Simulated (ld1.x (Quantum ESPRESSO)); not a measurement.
# tantalum (Ta): one change to a PAW potential, before and after

```
Element                 : tantalum
Generator               : ld1.x (Quantum ESPRESSO) 7.5
Type                    : PAW
Functional              : PBE
Relativity              : scalar-relativistic
Frozen core             : [Kr] 4d10 4f14
Valence charge          : 13
Reference configuration : 5s2 5p6 5d3 6s1 6p0 (charge +1)
Partial waves           : 5s (bound): rcut 1.65, rcutus 1.85 bohr; 6s (bound): rcut 1.65, rcutus 1.85 bohr; 5p (bound): rcut 1.70, rcutus 2.25 bohr; 6p (bound, empty): rcut 1.70, rcutus 2.25 bohr; 5d (bound): rcut 1.70, rcutus 2.10 bohr; 5d channel at 1.75 Ry: rcut 1.70, rcutus 2.10 bohr
Local potential         : all-electron potential smoothed inside 2.10 bohr (lloc = -2)
Core correction         : Bessel-smoothed model core inside 1.90 bohr
Augmentation charge     : BESSEL, radius 1.30 bohr
```

Change: wave 5d channel at 1.75 Ry: rcut 1.70, rcutus 2.10 bohr becomes 5d channel at -0.51 Ry: rcut 1.70, rcutus 2.10 bohr.

Cutoffs: the cutoffs (Ry, on a coarse ladder) from which the occupation-weighted sum of valence levels, in a spherical-Bessel basis at the reference potential, stays within 10 and 1 mRy of its value at 400 Ry; they do not see the model core or the augmentation charge, which bear on the density cutoff. Errors are all-electron minus pseudo energies relative to the spin-unpolarised reference configuration.

Task: What does the change do?

Result: The potential gets neither clearly harder nor softer (25 Ry and 40 Ry → 25 Ry and 40 Ry); the errors of the 7 common tests hardly move; neither file shows a bound ghost.

| quantity | base | changed |
| --- | --- | --- |
| cutoff, loose | 25 Ry | 25 Ry |
| cutoff, tight | 40 Ry | 40 Ry |
| bound ghosts | none | none |
| error for 5s2 5p6 5d3 6s2 6p0, meV [ΔE -8.47 eV] | +2.9 | +2.9 |
| error for 5s2 5p6 5d3 6s0 6p0, meV [ΔE 14.97 eV] | -5.5 | -5.6 |
| error for 5s2 5p6 5d2 6s0 6p0, meV [ΔE 38.58 eV] | -35 | -35 |
| error for 5s2 5p6 5d4 6s1 6p0, meV [ΔE -6.37 eV] | -3.9 | -3.8 |
| error for 5s2 5p6 5d3 6s1 6p1, meV [ΔE -4.29 eV] | +2.3 | +2.4 |
| error for 5s2 5p6 5d3 6s0 6p1, meV [ΔE 5.08 eV] | +1.6 | +1.9 |
| error for 5s2 5p6 5d3.5 6s1.5 6p0, meV [ΔE -7.48 eV] | +0.1 | +0.1 |
| s: phases at 2.44 bohr within 0.05 rad from the reference energy up to (Ry; the scan ends near 5) | to the end of the scan | to the end of the scan |
| p: phases at 2.44 bohr within 0.05 rad from the reference energy up to (Ry; the scan ends near 5) | to the end of the scan | to the end of the scan |
| d: phases at 2.44 bohr within 0.05 rad from the reference energy up to (Ry; the scan ends near 5) | to the end of the scan | to the end of the scan |
| lowest overlap eigenvalue by channel | s 0.09, p 0.08, d 0.45 | s 0.09, p 0.08, d 0.94 |
